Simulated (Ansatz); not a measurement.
A run for Ansatz (a quantum-chemistry and plane-wave program): R-PBE/def2-TZVPP on BrCdH (SMILES [Br][CdH]), atoms moved off the minimum. Elements past Kr take the def2 small-core potentials; no spin–orbit coupling.

Ansatz 0.2 input:
```yaml
crystal:
  periodic: [false, false, false]
  atoms:
    - {symbol: Cd, position_ang: [0.00568136, -0.02562966, -1.03201000]}
    - {symbol: H, position_ang: [0.11587563, -0.00501445, -2.62224524]}
    - {symbol: Br, position_ang: [-0.10756731, -0.02654041, 1.42775272]}
basis:
  gaussian:
    orbitals: def2-TZVPP
hamiltonian:
  xc: {name: PBE}
scf: {lower_state_search: off}
output: {forces: true}
```

The log:

```
WARN ansatz: RAYON_NUM_THREADS=1 ignored (pool sized by the plan → 1); use --threads N
Functional definition: PBE
these checks for a lower state are left out or cut short: stability, starts, cluster_reference, orbital_swaps, neighbouring_geometries, increment
integrals: 0.04 GiB planned
817 factors; their error is unknown
mean field: 0.30 GiB planned
mean field evaluation 1: about -74616.4487 eV, gradient 3.0e1 eV
mean field evaluation 2: about -74612.5451 eV, gradient 5.3e1 eV
mean field evaluation 4: about -74618.4542 eV, gradient 2.9e0 eV
mean field evaluation 8: about -74618.4819 eV, gradient 1.5e-2 eV
mean field evaluation 16: about -74618.4580 eV, gradient 3.8e-4 eV
mean field -74618.45800585 eV, -2742.1777535077 hartree, gradient 3.0e-6 eV, S^2 0.000000; 0 other end points of the search recorded, 0 dependent functions left out
the calculation of the forces begins
reference -74618.45804146 eV, -2742.1777548160 hartree; 28, 28 occupied and 90, 90 virtual orbitals, 817 factors
Total energy: -74618.45804146 eV, -2742.1777548160 hartree
Atom 0 at     0.005681    -0.025630    -1.032010 Å, force    -0.035795     0.010590     1.220317 eV/Å
Atom 1 at     0.115876    -0.005014    -2.622245 Å, force     0.036663    -0.001981    -0.888988 eV/Å
Atom 2 at    -0.107567    -0.026540     1.427753 Å, force    -0.000868    -0.008609    -0.331329 eV/Å
Dipole moment:     0.014983    -0.003637    -0.478409 e Å
Checks for a lower state left out: stability, starts, cluster_reference, orbital_swaps, neighbouring_geometries, increment
```

The calculation finished and met its thresholds.

Cost: roughly 1.6 core-seconds.
